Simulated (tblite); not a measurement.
Compound: C7H4NOS (doublet state).
SMILES with atom numbers: `[OH:1][c:2]1[c:3][cH:4][c:5]2[s:6][n:7][cH:8][c:9]2[cH:10]1` (hydrogens: H11 on O1; H12 on C4; H13 on C8; H14 on C10)

Structure optimised with GFN2-xTB, isolated species. This method treats the open shell by occupation alone, without spin polarisation.

(1) What internal coordinates does the optimisation give?

Answers

(1) 
| bond | length (Å) | order |
| --- | --- | --- |
| O1–C2 | 1.356 | single |
| C2–C3 | 1.387 | aromatic |
| C3–C4 | 1.351 | aromatic |
| C4–C5 | 1.399 | aromatic |
| C5–S6 | 1.740 | aromatic |
| S6–N7 | 1.641 | aromatic |
| N7–C8 | 1.296 | aromatic |
| C8–C9 | 1.424 | aromatic |
| C9–C10 | 1.396 | aromatic |
| C2–C10 | 1.388 | aromatic |
| C5–C9 | 1.412 | aromatic |
| O1–H11 | 0.965 | single |
| C4–H12 | 1.078 | single |
| C8–H13 | 1.077 | single |
| C10–H14 | 1.079 | single |

Orders are formal, as drawn. A selection of angles:
| angle | degrees |
| --- | --- |
| O1–C2–C3 | 123.5 |
| O1–C2–C10 | 119.2 |
| C3–C2–C10 | 117.2 |
| C2–C3–C4 | 126.9 |
| C3–C4–C5 | 115.4 |
| C4–C5–S6 | 130.2 |
| C4–C5–C9 | 120.8 |
| S6–C5–C9 | 108.9 |
| C5–S6–N7 | 93.3 |
| S6–N7–C8 | 112.8 |
| N7–C8–C9 | 116.2 |
| C8–C9–C10 | 130.7 |
| C5–C9–C8 | 108.8 |
| C5–C9–C10 | 120.5 |
| C2–C10–C9 | 119.1 |
| H11–O1–C2 | 109.6 |

Dihedral angles: H11–O1–C2–C3 0° (synperiplanar).

C2 (carbon bonded to 2 C and O) is planar (angles 123.5°, 119.2° and 117.2°, sum 360.0°, 0.00 Å off the plane of its three neighbours). C8 (carbon bonded to C, N and H) is planar (angles 125.0°, 118.8° and 116.2°, sum 360.0°, 0.00 Å off the plane of its three neighbours). The 6-membered ring C2–C3–C4–C5–C9–C10 has internal angles of 115.4° to 126.9° (sum 720°, against 720° for a flat polygon); it is planar, 0.00 Å rms from its mean plane, widest ring torsion 0°. C9 (carbon bonded to 3 C) is planar (angles 130.7°, 120.5° and 108.8°, sum 360.0°, 0.00 Å off the plane of its three neighbours). The 10 heavy atoms lie in one plane (0.001 Å rms). C10 (carbon bonded to 2 C and H) is planar (angles 121.6°, 119.3° and 119.1°, sum 360.0°, 0.00 Å off the plane of its three neighbours). N7 (nitrogen bonded to C and S) is bent (angle 112.8°).

Point group: Cs (tolerance 0.08 Å). Its GFN2-xTB frequencies are all real (lowest 112 cm⁻¹). Torsions: H–O1–C2–C3 0°. 2 starts were optimised and ended at 0.00 and 0.99 kcal/mol (GFN2-xTB); the lowest of these is shown.

One conformer stands for the species.

The numbers are calculated, not measured.
